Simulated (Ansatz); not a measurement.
```yaml
crystal:
  periodic: [false, false, false]
  atoms:
    - {symbol: C, position_ang: [-2.606327, 1.860735, 0.676343]}
    - {symbol: C, position_ang: [-1.714402, 1.149007, 0.257873]}
    - {symbol: Hf, position_ang: [-0.078457, -0.123172, -0.428175]}
    - {symbol: O, position_ang: [-0.406024, -0.635718, -2.215420]}
    - {symbol: C, position_ang: [1.805998, 0.975019, -0.337439]}
    - {symbol: C, position_ang: [2.849730, 1.591076, -0.246309]}
    - {symbol: C, position_ang: [0.043064, -1.914032, 0.814215]}
    - {symbol: C, position_ang: [0.117509, -2.887021, 1.538752]}
    - {symbol: H, position_ang: [-3.388714, 2.485809, 1.045303]}
    - {symbol: H, position_ang: [-0.571490, -0.893526, -3.116882]}
    - {symbol: H, position_ang: [3.765967, 2.132195, -0.164584]}
    - {symbol: H, position_ang: [0.183148, -3.740362, 2.176313]}
basis:
  gaussian: {orbitals: def2-mTZVP}
total_charge: 1
magnetization: {spin_polarized: true, initial_magnetization: 1}
hamiltonian: {xc: {name: SPW92}}
output: {forces: true}
```

```sh
$ ansatz run in.yaml --threads 4 --pin off --events-out ev --progress --plain --max-ram 11315MiB
```

Shortened log:

```
Functional definition: SPW92
1760 factors; their error is unknown
mean field evaluation 1: about -9521.6742 eV, gradient 8.8e1 eV
mean field evaluation 2: about -9322.3811 eV, gradient 2.1e2 eV
mean field evaluation 4: about -9537.0295 eV, gradient 5.4e1 eV
mean field evaluation 8: about -9551.6771 eV, gradient 1.7e1 eV
mean field evaluation 16: about -9554.4292 eV, gradient 1.3e-1 eV
mean field evaluation 32: about -9554.3861 eV, gradient 2.4e-6 eV
mean field -9554.38614693 eV, -351.1172147042 hartree, gradient 2.4e-6 eV, S^2 0.752236; 10 other end points of the search recorded, 0 dependent functions left out
reference -9554.38619528 eV, -351.1172164808 hartree; 30, 29 occupied and 156, 157 virtual orbitals, 1760 factors
Total energy: -9554.38619528 eV, -351.1172164808 hartree
Atom 0 at    -2.606327     1.860735     0.676343 Å, force    -0.947044     0.759671     0.454449 eV/Å
Atom 1 at    -1.714402     1.149007     0.257873 Å, force     1.369847    -1.082841    -0.617369 eV/Å
Atom 2 at    -0.078457    -0.123172    -0.428175 Å, force    -0.161065    -0.251481    -0.877503 eV/Å
Atom 3 at    -0.406024    -0.635718    -2.215420 Å, force     0.356013     0.555646     1.940713 eV/Å
Atom 4 at     1.805998     0.975019    -0.337439 Å, force    -1.593494    -0.936385    -0.116212 eV/Å
Atom 5 at     2.849730     1.591076    -0.246309 Å, force     1.111831     0.657871     0.106317 eV/Å
Atom 6 at     0.043064    -1.914032     0.814215 Å, force    -0.109538     1.496250    -1.085909 eV/Å
Atom 7 at     0.117509    -2.887021     1.538752 Å, force     0.080860    -1.032379     0.780134 eV/Å
Atom 8 at    -3.388714     2.485809     1.045303 Å, force    -0.425236     0.336936     0.193629 eV/Å
Atom 9 at    -0.571490    -0.893526    -3.116882 Å, force    -0.212039    -0.330439    -1.155274 eV/Å
Atom 10 at     3.765967     2.132195    -0.164584 Å, force     0.495446     0.291421     0.037912 eV/Å
Atom 11 at     0.183148    -3.740362     2.176313 Å, force     0.034417    -0.464270     0.339113 eV/Å
Dipole moment:     0.060659     0.095539     0.331279 e Å
```

It took 14 s on 4 threads of an Arm Neoverse V2 on a shared host, with 0.6 GiB of host memory at the peak.
